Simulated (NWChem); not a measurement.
# C2H7Al, triplet; SMILES of the neutral closed-shell parent [CH3][AlH][CH3]

```xyz
10

Al     0.6003    -0.2819     0.1248
C     -0.5089     0.1352    -1.7338
H      0.1449     0.0470    -2.6062
H     -1.1215    -0.7617    -1.5421
H     -1.0737     1.0713    -1.6821
C     -0.5830    -0.0974     1.6962
H      0.0074     0.1396     2.5978
H     -1.3201     0.7123     1.5591
H     -1.1330    -1.0276     1.9152
H      1.0526     1.1623    -0.6045
```
Atoms are numbered in this order, from 1.

Level: PBE0/def2-SVP, spin-unrestricted (NWChem), optimised geometry, unscaled harmonic frequencies. This spin state was assumed; another may lie lower.

Q: List the harmonic frequencies with IR intensities, and the thermochemistry.

A: 
```json
[
 {"frequency (cm⁻¹)": "65", "IR intensity (km/mol)": "0.1"},
 {"frequency (cm⁻¹)": "110", "IR intensity (km/mol)": "0.0"},
 {"frequency (cm⁻¹)": "126", "IR intensity (km/mol)": "0.8"},
 {"frequency (cm⁻¹)": "257", "IR intensity (km/mol)": "8.6"},
 {"frequency (cm⁻¹)": "403", "IR intensity (km/mol)": "38.4"},
 {"frequency (cm⁻¹)": "473", "IR intensity (km/mol)": "44.3"},
 {"frequency (cm⁻¹)": "586", "IR intensity (km/mol)": "7.7"},
 {"frequency (cm⁻¹)": "606", "IR intensity (km/mol)": "17.2"},
 {"frequency (cm⁻¹)": "624", "IR intensity (km/mol)": "45.0"},
 {"frequency (cm⁻¹)": "692", "IR intensity (km/mol)": "38.3"},
 {"frequency (cm⁻¹)": "700", "IR intensity (km/mol)": "75.4"},
 {"frequency (cm⁻¹)": "996", "IR intensity (km/mol)": "5.1"},
 {"frequency (cm⁻¹)": "1192", "IR intensity (km/mol)": "13.3"},
 {"frequency (cm⁻¹)": "1361", "IR intensity (km/mol)": "5.5"},
 {"frequency (cm⁻¹)": "1403", "IR intensity (km/mol)": "9.4"},
 {"frequency (cm⁻¹)": "1415", "IR intensity (km/mol)": "8.8"},
 {"frequency (cm⁻¹)": "1422", "IR intensity (km/mol)": "7.1"},
 {"frequency (cm⁻¹)": "1502", "IR intensity (km/mol)": "173.3"},
 {"frequency (cm⁻¹)": "3036", "IR intensity (km/mol)": "6.7"},
 {"frequency (cm⁻¹)": "3054", "IR intensity (km/mol)": "1.5"},
 {"frequency (cm⁻¹)": "3138", "IR intensity (km/mol)": "5.1"},
 {"frequency (cm⁻¹)": "3144", "IR intensity (km/mol)": "4.7"},
 {"frequency (cm⁻¹)": "3218", "IR intensity (km/mol)": "3.9"},
 {"frequency (cm⁻¹)": "3273", "IR intensity (km/mol)": "0.5"}
]
```

```
Quantity                                                                                             Result
-----------------------------------------------------------------------------------------  ----------------
zero-point energy                                                                             46.9 kcal/mol
thermal correction to the enthalpy at 298.15 K (with zero-point energy)                       51.8 kcal/mol
heat capacity Cv                                                                           22.1 cal/(mol K)
entropy at 298.15 K and 1 atm (symmetry number 1, electronic part: spin degeneracy alone)  80.7 cal/(mol K)
dipole moment                                                                                        1.46 D
```

Rigid rotor and harmonic oscillator; modes under 100 cm⁻¹ make the entropy uncertain.
